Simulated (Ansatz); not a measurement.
Input for Ansatz (a first-principles code): R-RI-MP2/cc-pVQZ on C2H7B (SMILES BCC), a point of a torsion scan. Files ending in .json are basis or fitting sets from the Basis Set Exchange.

Ansatz 0.2 input:
```yaml
crystal:
  periodic: [false, false, false]
  atoms:
    - {symbol: B, position_ang: [1.45976796, 0.18748308, -0.17355273]}
    - {symbol: C, position_ang: [0.11262839, -0.33268099, 0.43406455]}
    - {symbol: C, position_ang: [-1.18583172, 0.09362152, -0.25503807]}
    - {symbol: H, position_ang: [2.46900431, -0.25903764, 0.21459439]}
    - {symbol: H, position_ang: [1.47552131, 1.04065469, -0.97264993]}
    - {symbol: H, position_ang: [0.10784215, 0.06971288, 1.45685947]}
    - {symbol: H, position_ang: [0.10920215, -1.41709809, 0.57082110]}
    - {symbol: H, position_ang: [-1.36448944, -0.51775094, -1.13712520]}
    - {symbol: H, position_ang: [-2.04035204, -0.03558249, 0.40868998]}
    - {symbol: H, position_ang: [-1.14322741, 1.13644577, -0.55688147]}
basis:
  gaussian:
    orbitals: cc-pVQZ
    fitting: {mean_field: def2-universal-JKFIT, correlation: cc-pVQZ-RIFIT.json}
magnetization: {spin_polarized: false}
correlation: {method: mp2, electrons: outside_noble_gas}
scf: {lower_state_search: off}
```

The head of its log:

```
WARN ansatz: RAYON_NUM_THREADS=1 ignored (pool sized by the plan → 1); use --threads N
Functional definition: HF
these checks for a lower state are left out or cut short: stability, starts, cluster_reference, orbital_swaps, neighbouring_geometries, increment
integrals: 0.44 GiB planned
351 factors; integrals over basis functions are off by at most 4.1e0 eV
mean field: 0.70 GiB planned
mean field evaluation 1: about -2841.3221 eV, gradient 3.1e1 eV
mean field evaluation 2: about -2843.5985 eV, gradient 1.3e1 eV
mean field evaluation 4: about -2844.0423 eV, gradient 3.7e-1 eV
mean field -2844.04340648 eV, -104.5166674263 hartree, gradient 2.1e-6 eV, S^2 0.000000; 0 other end points of the search recorded, 0 dependent functions left out
3 core orbitals not correlated
781 factors; their error is unknown
reference -2844.04340648 eV, -104.5166674263 hartree; 9, 9 occupied and 363, 363 virtual orbitals, 781 factors
```

Task: Predict the final total energy.

Result: -105.0064 hartree.
